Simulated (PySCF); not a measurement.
C4H5FO, SMILES FC1CCOC=1.

The structure is a stationary point at r2SCAN-D4/def2-SVP. The geometry has at least one imaginary mode, so it is a saddle point at that level. One conformer was computed; it need not be the lowest.

Two levels are set side by side: PBE/def2-TZVP (PySCF) and CAM-B3LYP/def2-TZVP (PySCF). Same geometry, gas phase. Differences are taken from unrounded values.

```csv
quantity,CAM-B3LYP,PBE,PBE minus CAM-B3LYP
orbital gap (eV),9.22,4.53,-4.70
highest occupied level (eV),-7.40,-4.75,2.65
lowest empty level (eV),1.82,-0.22,-2.05
dipole moment (D),1.56,1.45,-0.10
mean polarisability (bohr³),47.9,49.7,1.8
```

PBE's occupied levels lie high since its potential decays too fast outside the molecule; exact exchange lowers them and widens the gap. Loosely held outer electrons make PBE densities more polarisable. Differences between two approximate levels are no errors against the true value.

Rough cost on one machine, each run with all the roots and properties that it gave: CAM-B3LYP against PBE within a factor of 2.
